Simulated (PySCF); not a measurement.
## Two probes of the same atoms: core binding energy and nuclear shielding

C7H15B.
SMILES with atom numbers: `[CH3:1][C@@H:2]1[BH:3][CH2:4][CH2:5][CH2:6][C@@H:7]1[CH3:8]`

Binding energies: delta-SCF UKS SCAN, pcX-2 on the ionised atom, pcseg-1 elsewhere, spin-free X2C in PySCF 2.14.0. Shieldings: GIAO PBE0/pcSseg-1, non-relativistic, same geometry.

```csv
atom,isotropic shielding (ppm)
C1,179.3
C2,150.7
C4,156.0
C5,157.8
C6,153.0
C7,150.2
C8,162.5
```

**Question.** What are the C 1s binding energies of these atoms?

**Answer.** 
```
atom                environment  C 1s (eV)  isotropic shielding (ppm)
  C2  sp3 carbon bound to boron     289.68                      150.7
  C4  sp3 carbon bound to boron     289.85                      156.0
  C6            ring CH2 carbon     290.12                      153.0
  C7              sp3 CH carbon     290.17                      150.2
  C8              methyl carbon     290.22                      162.5
  C5            ring CH2 carbon     290.27                      157.8
  C1              methyl carbon     290.42                      179.3
```

Over these 7 sites the two quantities correlate at r = 0.66. By binding energy: C2 < C4 < C6 < C7 < C8 ≈ C5 < C1. By shielding: C7 < C2 < C6 < C4 < C5 < C8 < C1.

Isolated species at its PBE0-D3(BJ)/def2-SVP geometry (one conformer only).
